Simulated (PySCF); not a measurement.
WOCl3, SMILES [O]=[W]([Cl])([Cl])[Cl] (connectivity only; charge and spin as stated), neutral, multiplicity 2. Atoms are numbered in the order given.

```xyz
5

W      0.0806     0.2135     0.0000
O     -0.0533     1.9085     0.0000
Cl     2.1855    -0.6747     0.0000
Cl    -1.2556    -0.5764    -1.6866
Cl    -1.2556    -0.5764     1.6866
```
Charge 0, spin multiplicity 2.

The structure is a stationary point at PBE-D3(BJ)/def2-SVP. The spin state was assumed, not searched. The isomer is the one that the SMILES or the coordinates give; other isomers of the formula were not compared. The def2 effective core potentials stand for the cores of W; spin–orbit coupling is left out.

The numbers are results of PBE-D3(BJ)/def2-SVP (PySCF 2.14.0), not measurements.

Frequencies are harmonic and unscaled.

Computed normal modes with their intensities:
```tsv
mode	ν (cm⁻¹)	IR (km/mol)	moving atoms (share of kinetic energy)
1	65	6.8	Cl 56 %, O 25 %, W 18 %
2	86	0.7	Cl 87 %, W 9 %
3	112	4.5	O 51 %, Cl 49 %
4	122	1.0	Cl 76 %, W 22 %
5	214	0.6	O 73 %, Cl 22 %
6	387	11.7	Cl 93 %
7	387	42.5	Cl 81 %, W 19 %
8	405	63.5	Cl 71 %, W 27 %
9	1004	104.4	O 92 %, W 8 %
```
